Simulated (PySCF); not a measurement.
Molecule: `CS(=O)(=O)C1CCC1`, C5H10O2S.

Geometry (Å), atoms numbered from 1 in this order:
```xyz
18

C     2.4543    0.3871   -0.5772
S     1.1117   -0.8068   -0.2732
O     1.6271   -1.8547    0.5654
O     0.5508   -1.1864   -1.5405
C    -0.1195    0.1441    0.6747
C    -1.3450   -0.7378    0.9082
C    -2.0642    0.0057   -0.2291
C    -0.9331    1.0473   -0.2457
H     2.9071    0.6309    0.3746
H     3.1756   -0.0868   -1.2308
H     2.0324    1.2625   -1.0527
H     0.3997    0.5654    1.5304
H    -1.8031   -0.5986    1.8858
H    -1.1589   -1.7972    0.7450
H    -3.0560    0.3849    0.0063
H    -2.1010   -0.5747   -1.1467
H    -0.4825    1.2221   -1.2204
H    -1.2041    1.9994    0.2076
```

Frames of a GFN2-xTB Langevin trajectory at 200 K; GIAO PBE0/pcSseg-1 shieldings in PySCF 2.14, gas phase, non-relativistic; equivalent atoms averaged within each frame.

Referencing at the same level of theory: $^{13}$C (σref 186.93), $^{1}$H (σref 31.72) against TMS; $^{33}$S (σref 503.73) vs CS2; H2O for $^{17}$O (σref 336.08). The references are static minima.

Question: How do the shifts (ppm) fluctuate along the trajectory?

Answer: 
```csv
time (fs),C5,C1,C6/C8,C7,S2,O3/O4,H12,H13/H18,H9/H10/H11,H14/H17
optimised geometry,62.4,42.5,22.1,19.8,311,192.5,3.04,2.41,2.43,2.39
250,66.5,46.0,22.4,15.3,311,205.9,2.69,2.59,2.34,2.26
425,63.1,45.3,20.1,19.1,292,191.0,3.36,2.79,2.48,2.36
625,71.1,48.2,22.5,20.8,311,208.0,3.40,2.49,3.32,1.82
800,60.8,43.9,26.0,21.0,298,199.5,1.79,2.41,2.75,2.96
1000,65.2,43.9,25.5,12.9,303,208.6,3.16,2.92,2.49,3.89
mean of frames,65.3,45.4,23.3,17.8,303,202.6,2.88,2.64,2.68,2.66
standard deviation,3.9,1.8,2.4,3.5,8,7.4,0.67,0.21,0.39,0.80
```

5 frames give an uncertainty of the mean of about the standard deviation over 2.2 at best, since frames this close in time may not be independent; classical motion lacks zero-point vibration, and the reference would need the same averaging.
